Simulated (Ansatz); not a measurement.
`F[CH2][GeH]([F])[SiH3]`, charge 0, multiplicity 1.

Problem. Give a relaxed structure at PBE0-D4/def2-TZVP (Ansatz). (Best estimate.)

Solution. Computed: 
Cartesian coordinates in Å:
```
F -0.1773 -1.3546 -1.8190
C 0.1299 -1.7212 -0.5156
Ge 0.7195 -0.1159 0.4778
F 0.5195 -0.5710 2.1604
Si -0.6773 1.7738 0.0603
H -0.7657 -2.1357 -0.0453
H 0.9048 -2.4909 -0.5451
H 2.2303 0.1370 0.3081
H -0.4379 2.2549 -1.3242
H -0.3474 2.8511 1.0273
H -2.0984 1.3724 0.2154
```
This is one stationary point; other conformers may exist.
